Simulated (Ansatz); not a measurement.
A nudged elastic band was laid between two geometries of F3H3Si2 + H2 (10 atoms, charge 0, multiplicity 1).

Method: RKS PBE/def2-SVP (Ansatz).

```
movable images  : 9
climbing image  : yes
spring          : 5.0 eV/Å²
optimiser       : quadratic models (default)
start path      : through a guess of the saddle point
force threshold : 0.05 eV/Å
iteration limit : 60
end points      : relaxed
```

Initial state:

```xyz
10
Properties=species:S:1:pos:R:3
Si 0.398 -0.294 0.089
Si 0.228 -0.265 2.418
H -0.968 -1.073 2.832
H 1.480 -0.869 2.988
H 0.085 1.157 2.879
F 1.683 0.552 -0.430
F -0.911 0.348 -0.635
F 0.557 -1.805 -0.484
H -2.628 1.048 0.970
H -3.057 1.212 1.586
```

Final state:

```xyz
10
Properties=species:S:1:pos:R:3
Si -0.547 0.433 -0.917
Si -0.108 -0.392 3.347
H -0.470 -0.910 4.711
H 1.324 -0.731 3.050
H -0.294 1.099 3.322
F 0.482 0.702 0.303
F 0.323 0.080 -2.230
F -1.439 -0.860 -0.542
H -1.400 1.617 -1.151
H -1.003 -1.027 2.321
```

(1) Which bonds break or form, and what moves?

(2) Give the energies along the band, and the barrier.

(3) What is the geometry of the highest image?

## Answers

(1) Bonds broken: Si1–Si2, H9–H10. Bonds formed: Si1–H9, Si2–H10. F3H3Si2 + H2 becomes F3HSi + H4Si.

(2) The run converged. The highest image is number 5 of 0 to 10, 57.3 kcal/mol above the first end and 62.4 kcal/mol above the last; the last end lies 5.1 kcal/mol below the first. Neighbouring images differ by up to 2.1 eV, so the band resolves the path poorly. A vibrational analysis at the climbing image gives one clearly imaginary mode, 1261i cm⁻¹: a first-order saddle point. The orbitals stay closed-shell, which can raise the energy where a bond breaks towards radicals; this wasn't checked here.

| image | path coordinate (Å) | energy (kcal/mol) | Si1–Si2 (Å) | H9–H10 (Å) | Si1–H9 (Å) |
| --- | --- | --- | --- | --- | --- |
| 0 | 0.00 | 0.0 | 2.34 | 0.77 | 3.43 |
| 1 | 1.08 | 0.2 | 2.33 | 0.77 | 3.50 |
| 2 | 2.16 | 0.4 | 2.33 | 0.77 | 3.36 |
| 3 | 3.24 | 1.3 | 2.34 | 0.77 | 3.01 |
| 4 | 4.32 | 9.9 | 2.36 | 0.77 | 2.42 |
| 5 | 5.40 | 57.3 | 2.61 | 1.18 | 1.68 |
| 6 | 6.69 | 8.8 | 3.36 | 1.80 | 1.48 |
| 7 | 7.98 | -4.4 | 4.06 | 2.44 | 1.48 |
| 8 | 9.26 | -4.9 | 4.27 | 3.11 | 1.48 |
| 9 | 10.55 | -5.0 | 4.18 | 3.53 | 1.48 |
| 10 | 11.84 | -5.1 | 4.37 | 4.38 | 1.48 |

(3) 
```xyz
10
Properties=species:S:1:pos:R:3:forces:R:3
Si -0.346 0.009 0.048 0.02 0.02 0.02
Si -0.033 0.038 2.635 -0.01 0.01 0.00
H -1.192 -0.221 3.565 0.00 0.00 0.00
H 1.007 -1.026 2.819 0.01 -0.01 0.00
H 0.498 1.421 2.867 0.00 0.00 0.00
F 1.266 0.337 0.220 -0.03 -0.02 0.00
F -0.780 1.358 -0.744 0.00 -0.01 -0.01
F -0.233 -1.410 -0.731 0.01 0.00 -0.02
H -1.981 -0.306 0.277 0.00 0.00 -0.01
H -1.340 -0.191 1.257 0.01 0.00 0.01
```

Run time: 6.2 min on 2 threads of Arm Neoverse V1, with other jobs on the host, peak memory 0.14 GiB.
